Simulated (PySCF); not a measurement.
Species: 3,3-dimethylpentane, C7H16.
InChI=1S/C7H16/c1-5-7(3,4)6-2/h5-6H2,1-4H3

Torsions of this conformer, `[CH3:1][CH2:2][C:3]([CH3:4])([CH3:5])[CH2:6][CH3:7]`: C1–C2–C3–C4 64°, C2–C3–C6–C7 -57°.

The closed-shell ground state was solved at several levels (PySCF, density fitting, gas phase, non-relativistic). The structure is a single PBE0-D3(BJ)/def2-SVP conformer in the gas phase; no vibrational or solvent corrections.

```csv
level,basis functions,total energy (Eh),HOMO (eV),LUMO (eV),gap (eV),dipole (D)
CAM-B3LYP/pcSseg-1,199,-276.1833,-9.91,2.20,12.11,0.06
PBE0/pcSseg-1,199,-276.0072,-8.51,1.33,9.84,0.06
```

Problem. What might B3LYP/def2-SVPD (268 basis functions) give for the same quantities?

Solution. Total energy -276.2138 Eh, HOMO -8.32 eV, LUMO 0.36 eV, gap 8.68 eV, dipole 0.05 D.

Problem. Over all these levels, which gives the widest orbital gap and which the narrowest?

Solution. CAM-B3LYP/pcSseg-1 (range-separated hybrid) has the widest, 12.11 eV, and B3LYP/def2-SVPD (global hybrid, 20 % exact exchange) the narrowest, 8.68 eV. Functional and basis both differ between the two, so the spread mixes both effects.

Problem. How far do the dipole and the HOMO energy spread over the levels?

Solution. The dipole runs from 0.05 to 0.06 D (mean 0.05 D) and the HOMO from -9.91 to -8.32 eV.
